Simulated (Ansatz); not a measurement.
Consider the atomization: `[OH][GeH2][F]` → F• + Ge• + 3 H• + O•.

Calculated with Ansatz (gas phase, PBE0-D4/def2-TZVP geometries, no zero-point term in ΔE). CCSD(T)/CBS is the MP2 limit (def2-TZVPP, def2-QZVPP) plus CCSD(T) − MP2 in def2-TZVPP, frozen cores. This one scheme is used for every species, atoms too. DFT in def2-TZVPP. B3LYP here is the variant with VWN-RPA as its local correlation; programs differ in this. HSE06 is defined as in plane-wave codes. Open shells (•) are unrestricted, without spin–orbit coupling. Spin–orbit coupling would lower the free atoms: a little for F, O; clearly for Ge. For Ge outer-core shells are correlated without core-valence functions, so the limit isn't a true one: a few kJ/mol of doubt a bond, and 10 to 20 or more in all where bonds break to atoms. Scalar relativity is left out up to krypton. Each species was taken in one conformer, which may not be the lowest.

`[OH][GeH2][F]`:

Z-matrix (Å, degrees):
```
Ge
F 1 1.738
O 1 1.761 2 107.6
H 1 1.526 2 107.8 3 114.3
H 1 1.534 2 105.1 3 -119.6
H 3 0.960 1 113.6 2 -67.0
```

```json
{"level": "ωB97M-V", "ΔE (kJ/mol)": "1928.0", "difference from CCSD(T)/CBS": "-27.7"}
{"level": "PBE", "ΔE (kJ/mol)": "1940.9", "difference from CCSD(T)/CBS": "-14.8"}
{"level": "BLYP", "ΔE (kJ/mol)": "1907.5", "difference from CCSD(T)/CBS": "-48.2"}
{"level": "B3LYP", "ΔE (kJ/mol)": "1903.6", "difference from CCSD(T)/CBS": "-52.1"}
{"level": "r2SCANh", "ΔE (kJ/mol)": "1914.5", "difference from CCSD(T)/CBS": "-41.2"}
{"level": "r2SCAN0", "ΔE (kJ/mol)": "1883.8", "difference from CCSD(T)/CBS": "-71.9"}
{"level": "HSE06", "ΔE (kJ/mol)": "1891.7", "difference from CCSD(T)/CBS": "-64.0"}
{"level": "LC-ωPBE", "ΔE (kJ/mol)": "1921.7", "difference from CCSD(T)/CBS": "-34.0"}
{"level": "MP2/def2-SVP", "ΔE (kJ/mol)": "1839.7", "difference from CCSD(T)/CBS": "-116.0"}
{"level": "CCSD/def2-SVP", "ΔE (kJ/mol)": "1781.3", "difference from CCSD(T)/CBS": "-174.4"}
{"level": "HF/def2-TZVPP", "ΔE (kJ/mol)": "1345.7", "difference from CCSD(T)/CBS": "-610.0"}
{"level": "MP2/def2-TZVPP", "ΔE (kJ/mol)": "1950.8", "difference from CCSD(T)/CBS": "-4.9"}
{"level": "SCS-MP2/def2-TZVPP", "ΔE (kJ/mol)": "1935.7", "difference from CCSD(T)/CBS": "-20.0"}
{"level": "CCSD(T)/def2-TZVPP", "ΔE (kJ/mol)": "1907.6", "difference from CCSD(T)/CBS": "-48.1"}
{"level": "CCSD/def2-QZVPP", "ΔE (kJ/mol)": "1909.2", "difference from CCSD(T)/CBS": "-46.5"}
{"level": "MP2/CBS(def2)", "ΔE (kJ/mol)": "1998.8", "difference from CCSD(T)/CBS": "43.1"}
{"level": "CCSD(T)/CBS", "ΔE (kJ/mol)": "1955.7", "difference from CCSD(T)/CBS": "0"}
```

Largest T1 diagnostic among the species: 0.012.

The D4 term adds +12.0 kJ/mol with B3LYP and +6.1 kJ/mol with PBE0; it sums over pairs of atoms, weighted by their polarisabilities, and B3LYP, whose exchange is more repulsive, gets the larger term. At CCSD(T), def2-SVP lies −157.1 kJ/mol from the extrapolated value and def2-TZVPP −48.1 kJ/mol: correlation converges slowly with the basis, and small sets miss more of it in the bonded molecule than in its fragments. From r2SCAN to r2SCAN0 (25 % exact exchange), in def2-TZVPP and without D4, ΔE moves by −52.3 kJ/mol: exact exchange takes away binding that semilocal exchange gives to molecules.

For atomizations the MP2-based limit and the directly extrapolated one differ by several kJ/mol either way, and by 10 to 25 for some Ge, Se and Sn compounds, so smaller differences from it don't rank the levels.
